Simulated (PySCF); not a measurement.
## Deuteron quadrupole couplings in 1-methylazulene

Compound: 1-methylazulene, C11H10.
Z-matrix (Å and degrees, PBE0-D3(BJ)/def2-SVP geometry), rows numbered from 1:
```
C 
C   1  1.4930
C   2  1.4061  1  126.24
C   3  1.4029  2  110.70  1  -179.74
C   4  1.4023  3  108.23  2     0.00
C   5  1.3910  4  125.87  3  -179.88
C   6  1.3960  5  129.09  4   179.98
C   7  1.3968  6  128.54  5     0.11
C   8  1.3953  7  129.86  6    -0.08
C   9  1.3978  8  128.59  7    -0.08
C  10  1.3892  9  129.22  8     0.03
H   1  1.1026  2  112.03  3  -124.51
H   1  1.1032  2  112.03  3   115.20
H   1  1.0991  2  110.83  3    -4.65
H   3  1.0924  2  124.20  1     0.34
H   4  1.0896  3  126.53  2  -179.87
H   6  1.0958  5  115.08  4    -0.05
H   7  1.0937  6  115.76  5  -179.96
H   8  1.0951  7  115.07  6   179.90
H   9  1.0936  8  115.70  7   179.97
H  10  1.0955  9  115.41  8  -179.97
```

Level: PBE0/pcSseg-1 (PySCF, non-relativistic); Q(2H) = 0.00286 b; rigid geometry, the same for H and D, with no vibrational averaging.

Problem. Rank these positions by the coupling χzz of a deuteron there, largest first.
A. H13 (methyl hydrogen)
B. H15 (aromatic hydrogen)
C. H17 (aromatic hydrogen)
D. H16 (aromatic hydrogen)

Solution. D (212 kHz), B (206 kHz), C (198 kHz), A (193 kHz).

Problem. Tabulate Vzz, the asymmetry η and χzz = 234.96 MHz × Q × Vzz for every hydrogen position.

Solution. 
```
atom  bonded to  bond length (Å)  Vzz (au)     η  χzz (kHz)
 H12         C1            1.103    0.2887  0.02        194
 H13         C1            1.103    0.2878  0.02        193
 H14         C1            1.099    0.2944  0.03        198
 H15         C3            1.092    0.3072  0.05        206
 H16         C4            1.090    0.3147  0.08        212
 H17         C6            1.096    0.2944  0.06        198
 H18         C7            1.094    0.3003  0.10        202
 H19         C8            1.095    0.2962  0.07        199
 H20         C9            1.094    0.3003  0.10        202
 H21        C10            1.096    0.2941  0.06        198
```

Problem. How does χzz go with the bond length over the 10 C–H bonds?

Solution. A straight-line fit has a slope of -11.5 kHz for each 0.01 Å, with a correlation coefficient of -0.90, over lengths from 1.090 to 1.103 Å. The longer bonds have the smaller couplings here.

Problem. A static deuteron (I = 1) shows a doublet split by (3/2)χ, (3/4)χ(1 + η) and (3/4)χ(1 − η) with the field along z, y and x of the gradient. What are these for H17?

Solution. With |χ| = 197.8 kHz and η = 0.062: 297, 158 and 139 kHz, to first order and without motion.

Isolated species at its PBE0-D3(BJ)/def2-SVP geometry, gas phase. These gradients aren't converged with respect to the basis.

The run behind these numbers computed NMR shieldings as well. Time: 36 s wall, 85 s CPU; peak memory 1.9 GiB. Hardware: an Intel Xeon at 2.60 GHz with 2 threads, shared host with 96 logical CPUs at a one-minute load of 27.
